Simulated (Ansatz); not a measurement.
Calculated with Ansatz (gas phase, PBE0-D4/def2-TZVP geometries, no zero-point term in ΔE). CCSD(T)/CBS is the MP2 limit (def2-TZVPP, def2-QZVPP) plus CCSD(T) − MP2 in def2-TZVPP, frozen cores. This one scheme is used for every species. DFT in def2-TZVPP. HSE06 is defined as in plane-wave codes. def2 core potentials past Kr. For Sb outer-core shells are correlated without core-valence functions, which leaves a few kJ/mol of doubt a bond.

Consider the ligand exchange at the Sb–C bond: `S=[CH][SbH2]` + NH₃ → `[NH2][SbH2]` + `C=S`.

`S=[CH][SbH2]`:

```xyz
6

S     0.544    1.023    1.940
C    -0.353    0.255    0.855
Sb    0.413   -1.074   -0.664
H    -1.443    0.318    0.903
H    -0.732   -0.573   -1.833
H     1.571    0.051   -1.202
```

NH₃:

Cartesian coordinates in Å:
```
N -0.091 0.043 0.263
H 0.503 -0.775 0.200
H -0.858 -0.096 -0.383
H 0.447 0.829 -0.080
```

`[NH2][SbH2]`:

Cartesian coordinates in Å:
```
N -0.537 -0.571 -0.705
Sb 0.145 1.156 0.131
H -0.211 -1.409 -0.242
H -1.549 -0.595 -0.719
H 0.370 0.618 1.753
H 1.781 0.801 -0.219
```

`C=S`:

```xyz
4

C    -0.038   -0.094    0.040
S     0.515    1.286   -0.549
H     0.371   -1.060   -0.261
H    -0.848   -0.132    0.769
```

Task: Is it downhill or uphill in electronic energy at CCSD(T)/CBS, and by how much? (Estimate.)

Result: Ansatz gave: Uphill: ΔE = +0.11 eV.

Task: What do these levels give: ωB97M-V, revPBE, BLYP, r2SCAN0, HSE06, BHLYP, LC-ωPBE, CCSD/def2-SVP, CCSD/def2-TZVPP, CCSD(T)/def2-TZVPP, MP2/def2-QZVPP, HF/CBS(def2)? (Best estimate.)

Result: Computed: ωB97M-V 0.06, revPBE 0.12, BLYP 0.06, r2SCAN0 0.11, HSE06 0.11, BHLYP 0.01, LC-ωPBE 0.03, CCSD/def2-SVP 0.09, CCSD/def2-TZVPP 0.06, CCSD(T)/def2-TZVPP 0.09, MP2/def2-QZVPP 0.16, HF/CBS(def2) -0.06 eV.

Largest T1 diagnostic among the species: 0.017.

From BLYP to BHLYP (50 % exact exchange), in def2-TZVPP and without D4, ΔE moves by −0.05 eV. In def2-TZVPP, CCSD(T) changes the Hartree–Fock value by +0.15 eV (the triples alone add +0.03 eV) and MP2 by +0.21 eV.
